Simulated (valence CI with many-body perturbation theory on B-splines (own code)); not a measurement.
E1 line list for Br XXX

Computed by valence CI with perturbative core correlation (CI+MBPT): four valence electrons over a frozen Dirac-Fock core [He], a basis of 11 s, 11 p, 10 d, 8 f, 5 g, 2 h functions for each j, with the one-electron correlation potential Σ1, the two-electron term Σ2, the three-electron term Σ3, Breit, model QED; selected CI, second order for the rest, scaled by the run's own slope (own B-spline code, finite nucleus).

The last digits are not significant, and no measured levels were compared; by estimate large intervals hold to a few tenths of a per cent, small ones and those within an open d or f shell to about a per cent. Among the levels kept, up to 1100 cm⁻¹ of a level comes from second order outside the variational space, and about a tenth of that is noise between levels of different J, which matters for small intervals.

Lines 51 to 100 of 548 in falling wavelength, among levels below 167.76 Ry, chosen from the strongest by gf and those to the six lowest levels. Wavelengths and rates use the calculated energies. Electric multipoles are in the length gauge with retardation, E1 and E2 with the static RPA response of the core. Weak lines are less certain than strong ones. Lines between different terms over intervals too small for the method are left out, as are lines whose strength nearly cancels. Where a level lies close to another of its J and parity, the split of strength between their lines is uncertain. The highest levels of a list are the least certain.

Levels are named by their leading jj configuration (3d3/2^4 stands for four electrons in 3d with j = 3/2), which in mixed levels can hold well under half, so a name can repeat and another be missing. Letters in brackets count levels of one name in rising energy.

```tsv
λ vac (Å)	Upper	Lower	A (s⁻¹)	S (a.u.)
289.2	(2s 2p3/2^2 3p1/2) J=2 [a]	(2s 2p3/2^2 3s) J=3	2.33e+09	1.39e-01
289.0	(2s 2p1/2 2p3/2 3d5/2) J=4 [b]	(2s 2p1/2 2p3/2 3p3/2) J=3 [b]	3.06e+09	3.28e-01
287.9	(2s 2p1/2 2p3/2 3d3/2) J=2 [b]	(2s 2p1/2 2p3/2 3p1/2) J=2 [b]	1.87e+09	1.10e-01
287.6	(2s 2p3/2^2 3d5/2) J=3 [c]	(2s 2p3/2^2 3p3/2) J=3 [b]	9.57e+08	7.86e-02
287.5	(2s 2p1/2 2p3/2 3d5/2) J=2 [a]	(2s 2p1/2 2p3/2 3p3/2) J=1 [a]	2.30e+09	1.35e-01
284.7	(2s^2 2p3/2 3d5/2) J=3	(2s^2 2p3/2 3p3/2) J=2	2.74e+09	2.18e-01
280.6	(2s 2p3/2^2 3p1/2) J=3	(2s 2p3/2^2 3s) J=3	1.52e+09	1.16e-01
279.6	(2p1/2 2p3/2^2 3p3/2) J=3 [b]	(2p1/2 2p3/2^2 3s) J=3	2.03e+09	1.53e-01
278.9	(2s^2 2p3/2 3p3/2) J=1	(2s^2 2p3/2 3s) J=1	2.62e+09	8.42e-02
278.0	(2s 2p1/2 2p3/2 3d3/2) J=1 [b]	(2s 2p1/2 2p3/2 3p1/2) J=2 [b]	2.81e+09	8.94e-02
277.9	(2p1/2 2p3/2^2 3p3/2) J=2 [a]	(2p1/2 2p3/2^2 3s) J=2 [a]	1.99e+09	1.05e-01
276.0	(2s 2p3/2^2 3d5/2) J=3 [b]	(2s 2p3/2^2 3p1/2) J=2 [b]	1.65e+09	1.20e-01
275.7	(2s 2p3/2^2 3p3/2) J=3 [b]	(2s 2p3/2^2 3s) J=2 [b]	3.94e+09	2.86e-01
275.3	(2s 2p1/2 2p3/2 3p3/2) J=2 [a]	(2s 2p1/2 2p3/2 3s) J=1 [a]	2.90e+09	1.50e-01
274.9	(2p1/2 2p3/2^2 3p3/2) J=4	(2p1/2 2p3/2^2 3s) J=3	6.06e+09	5.59e-01
274.8	(2s 2p1/2 2p3/2 3d5/2) J=2 [b]	(2s 2p1/2 2p3/2 3p3/2) J=2 [b]	1.74e+09	8.91e-02
272.9	(2s 2p1/2 2p3/2 3p3/2) J=1 [b]	(2s 2p1/2 2p3/2 3s) J=2 [b]	3.78e+09	1.14e-01
272.7	(2p1/2 2p3/2^2 3p3/2) J=3 [a]	(2p1/2 2p3/2^2 3s) J=2 [a]	4.74e+09	3.32e-01
272.5	(2s^2 2p3/2 3d5/2) J=2	(2s^2 2p3/2 3p3/2) J=1	1.57e+09	7.85e-02
272.1	(2s 2p1/2^2 3d5/2) J=2	(2s 2p1/2^2 3p3/2) J=1	3.71e+09	1.84e-01
271.8	(2s 2p1/2 2p3/2 3d3/2) J=2 [d]	(2s 2p1/2 2p3/2 3p1/2) J=1 [c]	2.21e+09	1.09e-01
271.3	(2p1/2^2 2p3/2 3d3/2) J=2	(2p1/2^2 2p3/2 3p1/2) J=2	1.92e+09	9.46e-02
271.1	(2p1/2^2 2p3/2 3p3/2) J=2	(2p1/2^2 2p3/2 3s) J=1	2.91e+09	1.43e-01
271.0	(2s 2p3/2^2 3p3/2) J=1 [a]	(2s 2p3/2^2 3s) J=2 [a]	3.03e+09	8.94e-02
269.5	(2p1/2^2 2p3/2 3p3/2) J=3	(2p1/2^2 2p3/2 3s) J=2	5.57e+09	3.77e-01
269.3	(2p1/2 2p3/2^2 3p1/2) J=2 [b]	(2p1/2 2p3/2^2 3s) J=3	3.90e+09	1.88e-01
268.5	(2s 2p1/2 2p3/2 3d3/2) J=4	(2s 2p1/2 2p3/2 3p1/2) J=3	2.64e+09	2.27e-01
268.1	(2s 2p1/2 2p3/2 3d5/2) J=3 [b]	(2s 2p1/2 2p3/2 3p3/2) J=2 [b]	2.65e+09	1.76e-01
266.0	(2p1/2^2 2p3/2 3d3/2) J=3	(2p1/2^2 2p3/2 3p1/2) J=2	3.54e+09	2.30e-01
265.8	(2s 2p1/2 2p3/2 3p3/2) J=3 [b]	(2s 2p1/2 2p3/2 3s) J=2 [b]	3.47e+09	2.25e-01
265.4	(2p1/2^2 2p3/2 3d3/2) J=2	(2p1/2^2 2p3/2 3p1/2) J=1	2.16e+09	9.98e-02
265.0	(2s 2p1/2 2p3/2 3p3/2) J=3 [c]	(2s 2p1/2 2p3/2 3s) J=2 [c]	5.09e+09	3.27e-01
264.9	(2s 2p1/2 2p3/2 3d3/2) J=3 [a]	(2s 2p1/2 2p3/2 3p1/2) J=2 [a]	2.77e+09	1.78e-01
264.1	(2s 2p1/2 2p3/2 3d3/2) J=3 [b]	(2s 2p1/2 2p3/2 3p3/2) J=2 [a]	1.13e+09	7.16e-02
263.0	(2s 2p3/2^2 3d3/2) J=2 [a]	(2s 2p3/2^2 3p1/2) J=2 [a]	1.81e+09	8.11e-02
262.6	(2s 2p1/2 2p3/2 3p1/2) J=2 [b]	(2s 2p1/2 2p3/2 3s) J=3	4.46e+09	1.99e-01
261.2	(2s 2p1/2 2p3/2 3d5/2) J=3 [a]	(2s 2p1/2 2p3/2 3p1/2) J=3	1.22e+09	7.48e-02
260.2	(2s^2 2p3/2 3p3/2) J=3	(2s^2 2p3/2 3s) J=2	5.03e+09	3.06e-01
259.7	(2s^2 2p3/2 3d3/2) J=2	(2s^2 2p3/2 3p1/2) J=1	1.87e+09	8.08e-02
259.3	(2s 2p3/2^2 3d3/2) J=2 [b]	(2s 2p3/2^2 3p1/2) J=1 [b]	2.33e+09	1.00e-01
259.2	(2s 2p3/2^2 3d5/2) J=1 [a]	(2s 2p3/2^2 3p3/2) J=1 [a]	2.84e+09	7.33e-02
258.9	(2s 2p1/2 2p3/2 3p3/2) J=3 [a]	(2s 2p1/2 2p3/2 3s) J=2 [a]	4.88e+09	2.92e-01
255.6	(2s 2p1/2 2p3/2 3p3/2) J=4	(2s 2p1/2 2p3/2 3s) J=3	6.43e+09	4.77e-01
254.3	(2s 2p1/2 2p3/2 3p3/2) J=2 [d]	(2s 2p1/2 2p3/2 3s) J=1 [c]	3.99e+09	1.62e-01
254.2	(2s 2p1/2^2 3d3/2) J=2	(2s 2p1/2^2 3p1/2) J=1	3.75e+09	1.52e-01
254.0	(2s 2p1/2 2p3/2 3p3/2) J=2 [c]	(2s 2p1/2 2p3/2 3s) J=2 [c]	2.22e+09	8.99e-02
253.6	(2s^2 2p3/2 3d3/2) J=3	(2s^2 2p3/2 3p1/2) J=2	2.99e+09	1.69e-01
251.9	(2s 2p3/2^2 3p3/2) J=3 [a]	(2s 2p3/2^2 3s) J=3	3.94e+09	2.18e-01
251.4	(2p1/2^2 2p3/2 3d3/2) J=1	(2p1/2^2 2p3/2 3p1/2) J=1	3.66e+09	8.62e-02
250.8	(2s 2p3/2^2 3p3/2) J=4	(2s 2p3/2^2 3s) J=3	6.69e+09	4.69e-01
```
